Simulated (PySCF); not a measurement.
CH3FMgS, SMILES [F][Mg][S]C.

Geometry optimised at PBE0-D3(BJ)/def2-SVP. The values are those of a single conformer.

Level of theory: TDA-LC-ωPBE/def2-SVPD in PySCF 2.14.0.

Vertical excitations.  State labels are in the subgroup Cs.

Computed excitation energies, oscillator strengths and character:
```csv
state,symmetry,energy (eV),λ (nm),f,main pairs
S1,A",4.80,259,0.041,HOMO→LUMO 89 %
S2,A",5.33,233,0.001,"HOMO→LUMO+1 63 %, HOMO→LUMO+4 26 %"
S3,A',5.95,208,0.080,"HOMO−1→LUMO 72 %, HOMO→LUMO+2 14 %"
S4,A',6.38,194,0.044,"HOMO−1→LUMO+1 52 %, HOMO−1→LUMO+4 20 %, HOMO→LUMO+2 9 %"
S5,A',6.66,186,0.180,"HOMO→LUMO+2 50 %, HOMO−1→LUMO 14 %, HOMO−1→LUMO+1 13 %, HOMO→LUMO+6 11 %"
S6,A",7.18,173,0.007,"HOMO−1→LUMO+2 55 %, HOMO−1→LUMO+6 19 %"
S7,A",7.40,168,0.041,"HOMO→LUMO+3 50 %, HOMO→LUMO+7 15 %, HOMO→LUMO+5 13 %, HOMO→LUMO+11 9 %"
S8,A",7.51,165,0.021,"HOMO→LUMO+7 32 %, HOMO−1→LUMO+2 14 %, HOMO→LUMO+11 14 %, HOMO→LUMO+1 7 %"
S9,A',7.80,159,0.033,"HOMO−4→LUMO 74 %, HOMO−2→LUMO 14 %"
S10,A",7.80,159,0.053,HOMO−3→LUMO 87 %
T1,A",4.47,278,0,HOMO→LUMO 86 %
T2,A",4.88,254,0,"HOMO→LUMO+1 51 %, HOMO→LUMO+4 28 %"
T3,A',5.21,238,0,HOMO−1→LUMO 75 %
T4,A',5.76,215,0,"HOMO−1→LUMO+1 42 %, HOMO−1→LUMO+4 25 %, HOMO→LUMO+2 7 %, HOMO−1→LUMO+11 6 %"
```
Triplets are in the Tamm–Dancoff approximation.
